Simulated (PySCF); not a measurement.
Simulation results for AlBH$_{3}$

Calculation on a computer-drawn molecule: vertical ionisation energy to the stated ion spin, frozen-core CCSD(T) at the basis limit and cheaper methods, single-reference cases, UHF for radicals, no spin-orbit; all values are single points at the evaluated structure, the first of each entry, which is the reference or a displaced copy of it and isn't optimised; the reference structure only sets the zero of the energies above reference; triples share is (T) over the correlation energy. Program: PySCF 2.14.0.

Common to all runs: charge 1; multiplicity 1; ion multiplicity 2; diffuse functions no; basis cc-pV(n+d)Z; reference is the Hartree-Fock double-zeta minimum; best is HF at quadruple zeta + MP2 correlation extrapolated from triple and quadruple zeta + CCSD(T) minus MP2 at triple zeta; basis step is the size of the change from the same recipe one zeta lower.

(1) AlBH$_{3}$

Evaluated structure:
```xyz
5
AlBH3
B      1.9876    -0.5095    -0.8832
Al     0.9712    -1.0466    -2.7386
H      1.8931     0.6343    -0.5398
H      2.7276    -1.4150    -0.2910
H      0.2383    -1.4178    -4.0686
```

Reference structure:
```xyz
5
AlBH3
B      2.0353    -0.5078    -0.8733
Al     1.0135    -1.0398    -2.7164
H      1.9145     0.6049    -0.4727
H      2.6781    -1.3490    -0.3322
H      0.2841    -1.4192    -4.0319
```

```
ionisation energy best                    : 16.68 eV
ionisation energy basis step              : 0.02846 eV
energy above reference best               : 4.07 kcal/mol
energy above reference basis step         : 0.08971 kcal/mol
ionisation energy Koopmans at triple zeta : 16.62 eV
ionisation energy EOM CCSD at triple zeta : 16.64 eV
total energy HF triple zeta               : -268.0434 hartree
total energy CCSD(T) triple zeta          : -268.2278 hartree
total energy best                         : -268.2476 hartree
T1 diagnostic at triple zeta              : 0.01018
D1 diagnostic at triple zeta              : 0.01903
ion T1 diagnostic at triple zeta          : 0.02328
ion D1 diagnostic at triple zeta          : 0.05605
ion spin squared at triple zeta           : 0.8081
triples share at triple zeta              : 0.02473
basis functions triple zeta               : 111
```

Drawn bonds:
```
atom  other atom  order
   1           2      1
   1           3      1
   1           4      1
   2           5      1
```

Triple zeta:
```
 method  ionisation energy (eV)  energy above reference (kcal/mol)
     HF                   15.68                              4.683
    PBE                   16.31                              3.206
 r2SCAN                   16.33                              3.889
  B3LYP                   16.47                              4.146
  wB97X                   16.54                              4.093
    MP2                   16.55                              4.398
   CCSD                   16.55                              4.089
CCSD(T)                   16.58                               3.97
```

(2) AlBH$_{3}$

Evaluated structure:
```xyz
5
AlBH3
B      1.9876    -0.5095    -0.8832
Al     0.9712    -1.0466    -2.7386
H      1.8931     0.6343    -0.5398
H      2.7558    -1.4496    -0.2684
H      0.2383    -1.4178    -4.0686
```

Reference structure:
```xyz
5
AlBH3
B      2.0353    -0.5078    -0.8733
Al     1.0135    -1.0398    -2.7164
H      1.9145     0.6049    -0.4727
H      2.6781    -1.3490    -0.3322
H      0.2841    -1.4192    -4.0319
```

```
ionisation energy best                    : 16.64 eV
ionisation energy basis step              : 0.02855 eV
energy above reference best               : 7.124 kcal/mol
energy above reference basis step         : 0.1174 kcal/mol
ionisation energy Koopmans at triple zeta : 16.59 eV
ionisation energy EOM CCSD at triple zeta : 16.61 eV
total energy HF triple zeta               : -268.0380 hartree
total energy CCSD(T) triple zeta          : -268.2230 hartree
total energy best                         : -268.2427 hartree
T1 diagnostic at triple zeta              : 0.01037
D1 diagnostic at triple zeta              : 0.01919
ion T1 diagnostic at triple zeta          : 0.02322
ion D1 diagnostic at triple zeta          : 0.05528
ion spin squared at triple zeta           : 0.8086
triples share at triple zeta              : 0.02507
basis functions triple zeta               : 111
```

Drawn bonds:
```
atom  other atom  order
   1           2      1
   1           3      1
   1           4      1
   2           5      1
```

Triple zeta:
```
 method  ionisation energy (eV)  energy above reference (kcal/mol)
     HF                   15.65                              8.055
    PBE                   16.27                              5.968
 r2SCAN                   16.29                              6.885
  B3LYP                   16.43                              7.216
  wB97X                    16.5                              7.191
    MP2                   16.52                               7.61
   CCSD                   16.52                              7.162
CCSD(T)                   16.55                              6.996
```

(3) AlBH$_{3}$

Evaluated structure:
```xyz
5
AlBH3
B      2.0353    -0.4933    -0.8590
Al     1.0008    -1.0373    -2.7178
H      1.9174     0.6047    -0.4487
H      2.6472    -1.3400    -0.3253
H      0.3620    -1.3866    -3.9029
```

Reference structure:
```xyz
5
AlBH3
B      2.0353    -0.5078    -0.8733
Al     1.0135    -1.0398    -2.7164
H      1.9145     0.6049    -0.4727
H      2.6781    -1.3490    -0.3322
H      0.2841    -1.4192    -4.0319
```

```
ionisation energy best                    : 16.83 eV
ionisation energy basis step              : 0.02674 eV
energy above reference best               : 6.287 kcal/mol
energy above reference basis step         : 0.1223 kcal/mol
ionisation energy Koopmans at triple zeta : 16.74 eV
ionisation energy EOM CCSD at triple zeta : 16.8 eV
total energy HF triple zeta               : -268.0416 hartree
total energy CCSD(T) triple zeta          : -268.2241 hartree
total energy best                         : -268.2441 hartree
T1 diagnostic at triple zeta              : 0.008993
D1 diagnostic at triple zeta              : 0.01584
ion T1 diagnostic at triple zeta          : 0.01811
ion D1 diagnostic at triple zeta          : 0.04854
ion spin squared at triple zeta           : 0.776
triples share at triple zeta              : 0.02313
basis functions triple zeta               : 111
```

Drawn bonds:
```
atom  other atom  order
   1           2      1
   1           3      1
   1           4      1
   2           5      1
```

Triple zeta:
```
 method  ionisation energy (eV)  energy above reference (kcal/mol)
     HF                   15.81                              5.776
    PBE                   16.51                              7.228
 r2SCAN                   16.52                              6.511
  B3LYP                   16.67                              6.187
  wB97X                   16.69                              6.067
    MP2                   16.67                              5.947
   CCSD                   16.71                              6.242
CCSD(T)                   16.74                              6.337
```

(4) AlBH$_{3}$

Evaluated structure:
```xyz
5
AlBH3
B      1.9774    -0.4961    -0.8841
Al     0.9827    -1.0124    -2.7057
H      1.9547     0.5446    -0.4359
H      2.6610    -1.2588    -0.3530
H      0.2616    -1.4554    -3.9857
```

Reference structure:
```xyz
5
AlBH3
B      2.0353    -0.5078    -0.8733
Al     1.0135    -1.0398    -2.7164
H      1.9145     0.6049    -0.4727
H      2.6781    -1.3490    -0.3322
H      0.2841    -1.4192    -4.0319
```

```
ionisation energy best                    : 17.12 eV
ionisation energy basis step              : 0.02782 eV
energy above reference best               : 1.991 kcal/mol
energy above reference basis step         : 0.0302 kcal/mol
ionisation energy Koopmans at triple zeta : 17.08 eV
ionisation energy EOM CCSD at triple zeta : 17.08 eV
total energy HF triple zeta               : -268.0478 hartree
total energy CCSD(T) triple zeta          : -268.2308 hartree
total energy best                         : -268.2509 hartree
T1 diagnostic at triple zeta              : 0.009496
D1 diagnostic at triple zeta              : 0.01765
ion T1 diagnostic at triple zeta          : 0.02344
ion D1 diagnostic at triple zeta          : 0.05537
ion spin squared at triple zeta           : 0.808
triples share at triple zeta              : 0.02316
basis functions triple zeta               : 111
```

Drawn bonds:
```
atom  other atom  order
   1           2      1
   1           3      1
   1           4      1
   2           5      1
```

Triple zeta:
```
 method  ionisation energy (eV)  energy above reference (kcal/mol)
     HF                   16.13                              1.916
    PBE                   16.73                              2.598
 r2SCAN                   16.77                              1.995
  B3LYP                   16.91                              1.909
  wB97X                   16.98                              1.905
    MP2                   16.99                              1.832
   CCSD                   16.99                              2.046
CCSD(T)                   17.02                               2.13
```

(5) AlBH$_{3}$

Evaluated structure:
```xyz
5
AlBH3
B      2.0621    -0.4865    -0.9150
Al     0.9789    -1.0431    -2.7419
H      1.8691     0.8125    -0.4029
H      2.6943    -1.3384    -0.3472
H      0.2841    -1.4318    -4.0389
```

Reference structure:
```xyz
5
AlBH3
B      2.0353    -0.5078    -0.8733
Al     1.0135    -1.0398    -2.7164
H      1.9145     0.6049    -0.4727
H      2.6781    -1.3490    -0.3322
H      0.2841    -1.4192    -4.0319
```

```
ion D1 diagnostic at triple zeta  : —
energy above reference basis step : —
```

Drawn bonds:
```
atom  other atom  order
   1           2      1
   1           3      1
   1           4      1
   2           5      1
```

Questions
1. AlBH$_{3}$ (entry 5): ion D1 diagnostic at triple zeta?
2. What energy above reference basis step does the calculation give for AlBH$_{3}$ (entry 5)?

Answers
1. 0.05794
2. 0.1135 kcal/mol

Further results for AlBH$_{3}$ (entry 5):

```
ionisation energy best                    : 16.61 eV
ionisation energy basis step              : 0.02913 eV
energy above reference best               : 11.03 kcal/mol
ionisation energy Koopmans at triple zeta : 16.56 eV
ionisation energy EOM CCSD at triple zeta : 16.58 eV
total energy HF triple zeta               : -268.0315 hartree
total energy CCSD(T) triple zeta          : -268.2169 hartree
total energy best                         : -268.2365 hartree
T1 diagnostic at triple zeta              : 0.01043
D1 diagnostic at triple zeta              : 0.01883
ion T1 diagnostic at triple zeta          : 0.02458
ion spin squared at triple zeta           : 0.8036
triples share at triple zeta              : 0.02528
basis functions triple zeta               : 111
```

Triple zeta:
```
 method  ionisation energy (eV)  energy above reference (kcal/mol)
     HF                   15.62                              12.13
    PBE                   16.25                              9.785
 r2SCAN                   16.27                              10.78
  B3LYP                   16.41                              11.14
  wB97X                   16.47                               11.1
    MP2                   16.49                              11.59
   CCSD                   16.49                              11.06
CCSD(T)                   16.52                              10.86
```
